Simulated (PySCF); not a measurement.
Calculated properties of Si(NMeEt)H3, `[H][Si]([H])([H])N(C)CC`

Species: Si(NMeEt)H3, C3H11NSi.
Z-matrix (Å and degrees, PBE0-D3(BJ)/def2-SVP geometry), rows numbered from 1:
```
Si
N   1  1.7354
C   2  1.4419  1  120.80
C   2  1.4488  1  121.20  3  -161.73
C   4  1.5241  2  115.17  1    90.08
H   3  1.1058  2  110.44  1   145.78
H   3  1.1082  2  114.13  1   -93.35
H   3  1.1013  2  110.39  1    27.35
H   4  1.1075  2  108.37  1  -147.04
H   4  1.1033  2  108.39  1   -32.64
H   5  1.1011  4  110.88  2   179.29
H   5  1.1016  4  110.97  2   -60.69
H   5  1.1010  4  111.63  2    59.46
H   1  1.5045  2  116.00  3    78.05
H   1  1.4954  2  108.18  3   -41.79
H   1  1.4948  2  107.68  3  -161.95
```

PBE0-D3(BJ)/def2-SVP geometry optimisation, gas phase (PySCF):

```
Point group                  : C1
Rotational constants A, B, C : 5.286, 2.697, 2.086 GHz
```

wB97X-D/def2-SVPD ground state and vertical TDDFT (core frozen in the response) (PySCF):

```
Dipole moment                                                     : 1.05 D
HOMO energy                                                       : -8.17 eV
LUMO energy                                                       : 2.10 eV
HOMO–LUMO gap                                                     : 10.27 eV
Lowest singlet excitation                                         : 5.92 eV (210 nm, f = 0.002)
Strongest line among the 10 lowest singlet transitions            : S9 at 8.55 eV (145 nm, f = 0.078)
Lowest triplet excitation (Tamm–Dancoff)                          : 5.74 eV
Static isotropic polarisability                                   : 74.2 au
Electronic spatial extent ⟨r²⟩ about the centre of nuclear charge : 684 bohr²
```

**B3LYP/pcSseg-1 ground state and GIAO shieldings, non-relativistic (PySCF)**

```
13C chemical shifts (computed TMS as zero) by class         : 52.1 (C4), 38.1 (C3), 14.4 (C5) ppm
1H chemical shifts (computed TMS as zero) by class          : 4.58 (H14/H15/H16), 2.83 (H9/H10), 2.59 (H6/H7/H8), 1.02 (H11/H12/H13) ppm
Isotropic shieldings of nuclei other than C and H, by class : 237 (N2), 387 (Si1) ppm
```

delta-SCF UKS SCAN, pcX-2 on the ionised atom, pcseg-1 elsewhere, spin-free X2C; 2p3/2 from a spin–orbit splitting computed afterwards within the 2p shell (PySCF):

```
Core binding energies : Si2p3/2 106.7 (Si1), C1s 290.5 (C5), C1s 291.4 (C4), C1s 291.5 (C3), N1s 404.2 (N2), Si1s 1846.6 (Si1) eV
```

Monoisotopic mass (most abundant isotopes): 89.0661 u.

In wavenumbers S1 is 47700 cm⁻¹ (1 eV = 8065.54 cm⁻¹). The largest Löwdin shares of the HOMO are 0.53 on N2, 0.09 on C3, 0.08 on Si1 and 0.07 on C4. No computed singlet falls in the visible range (750 to 380 nm, 1.65 to 3.26 eV); S1 lies 2.66 eV above its blue end. In atomic units the dipole is 0.41 e·bohr (1 au = 2.5417 D). With B = h/(8π²I), that is 505.379 GHz u Å² over I, the principal moments of inertia are 95.6, 187.4 and 242.3 u Å² (most abundant isotopes). The principal polarisabilities are 66.9, 74.5 and 81.2 au; their mean is the isotropic value. The polarisability is 11.00 Å³ as a volume (1 au = 0.148185 Å³), or 1.48 au for each of the 50 electrons.

One conformer (not necessarily the lowest) at the PBE0-D3(BJ)/def2-SVP geometry, without solvent or vibrations. NMR classes are plain means over equivalent atoms (diastereotopic ones count apart unless rotation or inversion swaps them), as if these changed places fast; in this geometry the members of some classes differ.
